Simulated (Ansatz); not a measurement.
`N#Cc1ccncc1` + H₂O → `Oc1ccncc1` + `C#N` at 400 K and 1 bar (formal hydrolysis of a C–C bond).

Gas-phase electronic energies from Ansatz, PBE0-D4/def2-TZVP geometries. CBS: MP2 limit from def2 TZ/QZ plus the TZ coupled-cluster correction, frozen cores. This one scheme is used for every species. One conformer a species, not always the lowest.

| species | CCSD(T)/CBS energy (Eh) | H − E (kJ/mol) | S (J/(mol·K)) |
| --- | --- | --- | --- |
| `N#Cc1ccncc1` | -340.09298 | 260.4 | 355.1 |
| H₂O | -76.37941 | 69.8 | 198.6 |
| `Oc1ccncc1` | -323.13349 | 273.6 | 341.1 |
| `C#N` | -93.32098 | 56.1 | 211.9 |

H − E and S are ideal-gas, rigid-rotor, harmonic terms from PBE0-D4/def2-TZVP, for one conformer and one mirror image of each species. 1 Eh = 2625.50 kJ/mol, R = 8.31446 J/(mol·K).

Problem. By hand: ΔE, ΔH, ΔS and ΔG.

Solution. ΔE = (-323.13349) + (-93.32098) − (-340.09298) − (-76.37941) = 0.01792 Eh = 47.0 kJ/mol. Δ(H − E) = 273.6 + 56.1 − 260.4 − 69.8 = -0.5, so ΔH = 46.5 kJ/mol. ΔS = 341.1 + 211.9 − 355.1 − 198.6 = -0.7 J/(mol·K). ΔG = 46.5 − 400 × (-0.7)/1000 = 46.8 kJ/mol.

Problem. By hand: the equilibrium constant, and the temperature at which ΔG would vanish if ΔH and ΔS stayed fixed.

Solution. log₁₀ K = −ΔG/(RT ln 10) = -6.1. ΔH and −TΔS have one sign here, so there is no such temperature.

The number of gas molecules stays the same, so ΔS is small and ΔH decides. A doubt of 5 kJ/mol in ΔE shifts log₁₀ K by 0.7 here. Other conformers and mirror images would add mixing entropy, several J/(mol·K) or more a flexible species. These are equilibria of isolated gas molecules and say nothing of rates. Largest T1 diagnostic: 0.014 (customary marks: 0.02 for closed shells, 0.045 for open ones).

ΔS is within the doubt of such terms, so its sign, and with it that verdict, could turn.
